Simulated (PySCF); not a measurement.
C₄H₁₂O₂Si₃.
Geometry (GFN2-xTB, Å), atoms numbered from 1 in this order:
```
atom  x, y, z in Å
C1     4.0884   -1.4981    0.0466
C2     2.8731   -0.8543   -0.3993
C3     1.8575   -0.3211   -0.7683
Si4    0.3146    0.5112   -1.3464
O5     0.0580    1.8012   -0.3977
Si6   -0.5298    2.6546    0.8389
O7    -0.9243   -0.5271   -1.2555
Si8   -2.0862   -1.3937   -0.5284
C9    -3.0500   -0.3435    0.7220
H10    4.1141   -2.5292   -0.3053
H11    4.1350   -1.4929    1.1354
H12    4.9555   -0.9679   -0.3465
H13    0.3314    1.0014   -2.7152
H14    0.2800    3.8710    0.8515
H15   -1.9421    2.9346    0.5731
H16   -0.3728    1.8859    2.0756
H17   -1.4293   -2.5230    0.1376
H18   -2.9313   -1.8246   -1.6451
H19   -3.8506   -0.9140    1.1840
H20   -2.4020    0.0214    1.5150
H21   -3.4982    0.5250    0.2464
```

Hirshfeld charges (e) from the PBE0/pcSseg-1 density (PySCF), one withheld:

```tsv
atom	bonded to	charge
C1	C2 H10 H11 H12	-0.0918
C2	C1 C3	-0.0192
C3	C2 Si4	-0.1907
Si4	C3 O5 O7 H13	+0.4824
O5	Si4 Si6	-0.3019
Si6	O5 H14 H15 H16	+0.3928
O7	Si4 Si8	-0.3016
Si8	O7 C9 H17 H18	+0.4153
C9	Si8 H19 H20 H21	?
H10	C1	+0.0647
H11	C1	+0.0647
H12	C1	+0.0647
H13	Si4	-0.0798
H14	Si6	-0.0797
H15	Si6	-0.0800
H16	Si6	-0.0811
H17	Si8	-0.0873
H18	Si8	-0.0866
H19	C9	+0.0457
H20	C9	+0.0409
H21	C9	+0.0431
```

Task: What is the charge on C9?

Result: The charges add up to the total charge, 0. The others sum to +0.2146, which leaves -0.2146 e for C9 (Si-methyl carbon); the computed value is -0.2148, the difference coming from rounding and the integration grid.

Task: Add each hydrogen's charge to the atom that carries it.

Result: C1 +0.1023, Si4 +0.4026, Si6 +0.1520, Si8 +0.2414, C9 -0.0851. Atoms without hydrogen keep their charges.

Task: Across which bond do the charges differ most?

Result: Si4–O5: +0.4824 on Si4 against -0.3019 on O5, a difference of 0.7843 e (Si4–O7 within 0.003 e of it). The lower charge is on the more electronegative element of the two (Pauling values: O 3.44, Si 1.90).

Task: Take the bonds between elements whose Pauling electronegativities differ by more than 0.25. In how many does the more electronegative atom carry the lower charge?

Result: In 18 of 18.

Task: How much positive and how much negative charge does this set hold in all?

Result: +1.6143 e on 9 atoms and -1.6145 e on 12.

The Hirshfeld scheme divides the density at each point in proportion to the densities of the neutral, spherically averaged free atoms. One conformer (not necessarily the lowest) at the GFN2-xTB geometry, without solvent, vibrations or thermal averaging.

These values come from a run that also computed NMR shieldings. On an Arm Neoverse N1 with one thread, no GPU, shared host with 64 logical CPUs at a one-minute load of 61, this took 99 s and 1.1 GiB of memory at its peak.
